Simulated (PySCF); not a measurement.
A run that did not reach its result, on `C[Se]C(F)(F)F` (driver script around PySCF, density fitting, GFN2-xTB geometry as the base; each input is a line of settings and coordinates in Å).

Command:
```bash
OMP_NUM_THREADS=1 python probes_run.py task.json out
```
Input:
```
{"job": {"kind": "uv", "xc": "PBE0", "basis": "def2-SVPD", "nstates": 3, "ntriplets": 0, "tda": true, "scf": {"max_cycle": 52}}, "charge": 1, "multiplicity": 1}
C     -2.764170    -0.014755     0.168904
Se    -0.191994    -2.267597    -1.230303
C      2.653862    -0.103406    -0.237407
F      4.831244    -1.126279    -0.939829
F      2.480483     2.181481    -1.290235
F      2.718674     0.246035     2.259089
H     -2.459391     0.187783     2.191572
H     -2.658234     1.803788    -0.783346
H     -4.584843    -0.895720    -0.186035
```

Output:
```
RuntimeError: Electron number 75 and spin 0 are not consistent
Note mol.spin = 2S = Nalpha - Nbeta, not 2S+1
```

**Question.** Diagnose the run.

**Answer.** 75 electrons can't have multiplicity 1: an even count needs an odd multiplicity, an odd count an even one. The coordinates are the GFN2-xTB ones scaled by 1.89. Mend the charge or the multiplicity. With standard settings and the unaltered input the same level converges to E = -2777.88702 Eh in 11 cycles. The run gave no result.

The values belong to the conformer `[CH3:1][Se:2][C:3]([F:4])([F:5])[F:6]`: C1–Se2–C3–F4 180°.
